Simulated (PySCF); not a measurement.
# Dipole response of In (indium, neutral)

[Kr] 4d10 5s2 5p1, 2P determinant. Calculation: PySCF 2.14, in x2c-TZVPPall with one added diffuse shell each of s, p, d, f type (9s7p5d3f, 76 functions); the spin-free X2C one-electron Hamiltonian (Gaussian nucleus). Coupled (time-dependent) response in atomic units; α is the mean over directions.

```tsv
method	mean α (bohr³)	α xx, yy, zz	C₆ (like pair)	S(−4)
UHF	74.72	60.36, 103.4, 60.36	808.0	2937
PBE	79.90	60.20, 119.3, 60.20	823.3	4376
PBE0	75.15	58.19, 109.1, 58.19	779.5	3498
TPSS	78.35	59.26, 116.5, 59.26	822.5	3914
```

S(−4) is the Cauchy moment in α(ω) = α(0) + S(−4) ω² + …

Reference α: 65 ± 4 bohr³ (recommended; Schwerdtfeger and Nagle, table of static dipole polarizabilities (2023 update)). Published C₆: 779.0 (Chu and Dalgarno (2004); Tang, Norbeck and Certain (1976)).

Spin-orbit coupling is absent.

α(iu) at PBE:

| u (hartree) | α(iu) (bohr³) |
| --- | --- |
| 0 | 79.90 |
| 0.0500 | 70.78 |
| 0.100 | 55.04 |
| 0.200 | 33.37 |
| 0.300 | 22.24 |
| 0.500 | 12.25 |
| 0.750 | 7.444 |
| 1.00 | 5.239 |
| 1.50 | 3.197 |
| 2.00 | 2.230 |
| 3.00 | 1.296 |
| 5.00 | 0.5981 |

A single London oscillator, α(iu) = α/(1 + u²/ω²), gives C₆ = (3/4) ω α². Matching the computed C₆ needs ω = 4 × 823.3 / (3 × 79.90²) = 0.172 hartree.

The components differ because the open shell of this determinant is not spherical; for a pure term their mean is the scalar polarisability.
